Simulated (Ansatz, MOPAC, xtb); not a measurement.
Diatomic TaF, multiplicity 3 (lowest of 2S+1 = 1, 3, 5, 7 at CCSD(T)/def2-TZVPP on PBE0 minima; our sources give no spin for the ground state, which may be another). No spin–orbit coupling. The T1 diagnostic near the minimum is 0.056, so single-reference values are doubtful.

Constants: fifth-degree fit in 1/R to seven points, most abundant isotopes. Runs in def2 and cc sets follow the lowest solution found near the PBE0 minimum.

The state that PM6, PM7 reach isn't checked; PM7 holds dispersion and hydrogen-bond terms.

Codes used: Ansatz (Gaussian basis) for Hartree–Fock, density functionals and correlated methods; MOPAC for PM6, PM7 (differences of heats of formation); xtb for the GFN methods.  In def2 rows elements past Kr take small-core potentials, without spin–orbit coupling. The GFN methods have no spin term and hold the electronic entropy of 300 K.

```tsv
level	r_e (Å)	ω_e (cm⁻¹)	ω_e x_e (cm⁻¹)	dipole (D)
PM6	1.808	837	2.2	-
PM7	1.791	761	1.9	-
GFN1-xTB	1.785	491	6.4	-
SVWN5/def2-TZVPP	1.785	762	3.2	1.05
B97M-V/def2-TZVPP	1.825	684	2.8	1.13
BHLYP/def2-TZVPP	1.822	___	0.81	1.57
wB97M-V/def2-TZVPP	___	___	3.1	1.30
```

Problem. Fill in the missing entries.

Solution. 
- wB97M-V/def2-TZVPP, r_e (Å): 1.814
- wB97M-V/def2-TZVPP, ω_e (cm⁻¹): 723
- BHLYP/def2-TZVPP, ω_e (cm⁻¹): 679

Ansatz is a quantum-chemistry and plane-wave program.
